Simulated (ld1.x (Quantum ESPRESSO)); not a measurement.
An all-electron radial function and its pseudo partner (Al (Z = 13))

Columns: radius, all-electron u(r) and pseudo u(r) of the 3s shell (level -7.75 eV) of aluminium in the configuration [Ne] 3s2 3p1; PBE, scalar-relativistic, PAW scheme, ld1.x (Quantum ESPRESSO) 7.5.

```json
{"r (bohr)": "0.140", "all-electron": "0.0450", "pseudo": "0.0297"}
{"r (bohr)": "0.280", "all-electron": "-0.2123", "pseudo": "0.0625"}
{"r (bohr)": "0.420", "all-electron": "-0.2957", "pseudo": "0.1007"}
{"r (bohr)": "0.560", "all-electron": "-0.2365", "pseudo": "0.1461"}
{"r (bohr)": "0.700", "all-electron": "-0.1071", "pseudo": "0.1993"}
{"r (bohr)": "0.840", "all-electron": "0.0440", "pseudo": "0.2599"}
{"r (bohr)": "0.980", "all-electron": "0.1907", "pseudo": "0.3259"}
{"r (bohr)": "1.120", "all-electron": "0.3202", "pseudo": "0.3946"}
{"r (bohr)": "1.260", "all-electron": "0.4277", "pseudo": "0.4624"}
{"r (bohr)": "1.400", "all-electron": "0.5129", "pseudo": "0.5257"}
{"r (bohr)": "1.540", "all-electron": "0.5775", "pseudo": "0.5807"}
{"r (bohr)": "1.680", "all-electron": "0.6240", "pseudo": "0.6243"}
{"r (bohr)": "1.820", "all-electron": "0.6544", "pseudo": "0.6544"}
{"r (bohr)": "1.960", "all-electron": "0.6707", "pseudo": "0.6707"}
{"r (bohr)": "2.100", "all-electron": "0.6749", "pseudo": "0.6749"}
{"r (bohr)": "2.240", "all-electron": "0.6694", "pseudo": "0.6694"}
{"r (bohr)": "2.380", "all-electron": "0.6561", "pseudo": "0.6561"}
{"r (bohr)": "2.520", "all-electron": "0.6367", "pseudo": "0.6367"}
{"r (bohr)": "2.660", "all-electron": "0.6126", "pseudo": "0.6126"}
{"r (bohr)": "2.800", "all-electron": "0.5853", "pseudo": "0.5853"}
{"r (bohr)": "2.940", "all-electron": "0.5558", "pseudo": "0.5558"}
{"r (bohr)": "3.080", "all-electron": "0.5251", "pseudo": "0.5251"}
{"r (bohr)": "3.220", "all-electron": "0.4937", "pseudo": "0.4937"}
{"r (bohr)": "3.360", "all-electron": "0.4624", "pseudo": "0.4624"}
{"r (bohr)": "3.500", "all-electron": "0.4316", "pseudo": "0.4316"}
{"r (bohr)": "3.640", "all-electron": "0.4016", "pseudo": "0.4016"}
```

Problem. How many radial nodes do the two functions have?

Solution. The all-electron 3s function has n − l − 1 = 2; the pseudo-wave has 0, since the states of the same l below it are removed with the core.

Problem. At about which radius was the pseudo-wave matched?

Solution. 1.80 bohr, where the columns begin to agree (steps of 0.14 bohr).

Problem. Is the pseudo-wave norm-conserving?

Solution. No, it belongs to a PAW set: the norm inside the radius is not constrained, and the difference is carried by the augmentation charge.
